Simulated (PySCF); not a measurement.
## IGeN: from structure and modes to constants

These are results of PBE0/[Ge def2-TZVP, N def2-TZVP, I def2-TZVP with ECP28], scalar-relativistic core potentials, density fitting, no spin–orbit coupling, PySCF, not measurements.

The singlet minimum has C∞v symmetry. Masses (u): Ge 73.92118, N 14.00307, I 126.90447.

```xyz
3
charge 0 multiplicity 1, angstrom
Ge    0.0000    0.0000   -1.3428
N     0.0000    0.0000   -2.9810
I     0.0000    0.0000    1.1112
```

Harmonic wavenumbers (cm⁻¹): 99.0 (π, ×2), 247.5 (σ+, ×1), 1044.5 (σ+, ×1).

(1) Find the vibrational entropy and heat capacity at 298.15 K.

(2) Give the standard entropy (298.15 K, 1 bar) by its translational, rotational, vibrational and spin parts, and Cp.

## Answers

(1) With u = 1.43878 ω/T, each mode gives S = R[u/(eᵘ−1) − ln(1−e⁻ᵘ)] and C = R u² eᵘ/(eᵘ−1)².
```json
{"ω (cm⁻¹)": "99.0 (×2)", "u": "0.478", "S (J/(mol K))": "14.53", "C (J/(mol K))": "8.16"}
{"ω (cm⁻¹)": "247.5", "u": "1.194", "S (J/(mol K))": "7.32", "C (J/(mol K))": "7.39"}
{"ω (cm⁻¹)": "1044.5", "u": "5.040", "S (J/(mol K))": "0.33", "C (J/(mol K))": "1.38"}
```
The sums over all modes are S = 36.7 and C = 25.1 J/(mol K); the softest mode gives 40 % of the entropy (each member, where degenerate).

(2) Sackur–Tetrode with M = 214.83 u gives 175.8; rotation with symmetry number 1 gives 79.3; vibration 36.7; spin R ln 1 = 0.0. The total is 291.8 J/(mol K), and Cp = 7/2 R + 25.1 = 54.2 J/(mol K).

Other isomers or separated fragments may lie lower.
